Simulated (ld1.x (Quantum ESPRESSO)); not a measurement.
**Te (Z = 52), TM semilocal: configuration errors across variants**

```json
{
 "Element": "Te (Z = 52)",
 "Generator": "ld1.x (Quantum ESPRESSO) 7.5",
 "Type": "norm-conserving Troullier–Martins (semilocal form)",
 "Functional": "LDA (PZ)",
 "Relativity": "scalar-relativistic",
 "Frozen core": "[Kr]",
 "Valence charge": "16",
 "Reference configuration": "4d10 5s2 5p4",
 "Partial waves": "5s (bound): rc 1.85 bohr; 5p (bound): rc 2.10 bohr; 4d (bound): rc 1.30 bohr",
 "Local potential": "the d channel",
 "Core correction": "Bessel-smoothed model core, default radius (core density twice the valence density)"
}
```

All-electron excitation energies from the reference (eV): (1) 4d10 5s2 5p3 9.916; (2) 4d10 5s2 5p2 28.089; (3) 4d10 5s2 5p1 55.321; (4) 4d10 5s0 5p6 18.915; (5) 4d10 5s2 5p4.3 -1.516; (6) 4d10 5s2 5p0 92.227; (7) 4d9 5s2 5p4 49.313; (8) 4d10 5s2 5p4 spin -0.480; (9) 4d10 5s2 5p3 spin 8.605.

Spin tests fill each open shell by Hund’s rule, majority spin first.

A semilocal file is local in each channel, so a ghost entry of none says nothing of the separable form that plane-wave codes build from it.

Errors AE − PS in meV (a dash: test not solved or not reliable):

| change | (1) | (2) | (3) | (4) | (5) | (6) | (7) | (8) | (9) | bound ghosts |
| --- | --- | --- | --- | --- | --- | --- | --- | --- | --- | --- |
| base | -0.8 | +1.4 | +6.8 | -7.7 | +0.5 | +8.9 | -259 | +5.5 | +14 | none |
| all radii but the core radius scaled by about 0.77 (s 1.44, p 1.62, d 1.00 bohr) | +2.1 | +14 | +32 | +7.4 | +0.6 | +31 | +97 | +1.0 | +0.6 | none |
| all radii but the core radius scaled by about 0.81 (s 1.50, p 1.70, d 1.06 bohr) | +0.9 | +8.8 | +21 | +2.5 | +0.5 | +20 | -41 | +2.0 | +3.5 | none |
| all radii but the core radius scaled by about 0.90 (s 1.66, p 1.90, d 1.18 bohr) | -0.5 | +2.6 | +8.7 | -6.0 | +0.5 | +9.0 | -222 | +4.6 | +11 | none |
| all radii but the core radius scaled by about 0.96 (s 1.78, p 2.02, d 1.26 bohr) | -0.7 | +1.7 | +6.8 | -7.0 | +0.5 | +7.6 | -253 | +5.3 | +13 | none |
| all radii but the core radius scaled by about 1.12 (s 2.08, p 2.36, d 1.46 bohr) | -0.5 | +2.5 | +8.2 | -8.1 | +0.5 | +7.5 | -218 | +4.5 | +11 | none |
| all radii but the core radius scaled by about 1.24 (s 2.30, p 2.60, d 1.62 bohr) | +0.5 | +6.2 | +12 | -11 | +0.6 | -1.6 | -108 | +1.5 | +2.3 | none |
| all radii but the core radius scaled by about 1.30 (s 2.40, p 2.72, d 1.68 bohr) | +1.4 | +9.0 | +14 | -16 | +0.7 | -10 | -27 | -0.6 | -3.5 | none |
| all radii but the core radius scaled by about 1.39 (s 2.58, p 2.92, d 1.82 bohr) | +3.0 | +14 | +19 | -30 | +0.8 | -26 | +121 | -4.1 | -13 | none |

Question: Give the same row for: all radii but the core radius scaled by about 1.18 (s 2.20, p 2.48, d 1.54 bohr).

Answer: 0.0, +4.9, +13, -14, +0.5, +12, -160, +3.4, +7.8; bound ghosts: none.
